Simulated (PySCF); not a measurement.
MgO (SMILES [O]=[Mg]), singlet, geometry from GFN2-xTB (such geometries of metal compounds can be far from the true shape). Base run: TPSS/6-31G (PySCF).

Here is a job for PySCF.
```python
from pyscf import gto, scf, dft

mol = gto.M(
    atom='''
Mg   -0.00000000   -0.00000000   -0.65696814
O     0.00000000    0.00000000    0.98545221
''',
    basis='6-31g',
    verbose=4,
)

mf = dft.RKS(mol)
mf.xc = 'tpss'
mf.kernel()
```

Each row names what was changed in the base input (with any setting that the change needs).

```csv
change,ΔE vs base (mEh),SCF cycles,outcome
base,0.000,15,converged
level_shift = 0.1 (with mf.max_cycle = 100),-,22,not converged
diis_space = 4,0.000,25,converged
init_guess = vsap,0.000,16,converged
solver = newton; init_guess = 1e,0.000,-,converged
init_guess = sap,0.000,16,converged
conv_tol = 1e-6,0.002,13,converged
init_guess = atom,0.000,15,converged
damp = 0.5; diis_start_cycle = 5,0.000,21,converged
conv_tol = 1e-11,-,15,not converged
level_shift = 0.3 (with mf.max_cycle = 100),-,49,not converged
init_guess = mod_huckel,0.000,17,converged
init_guess = 1e,0.000,17,converged
```
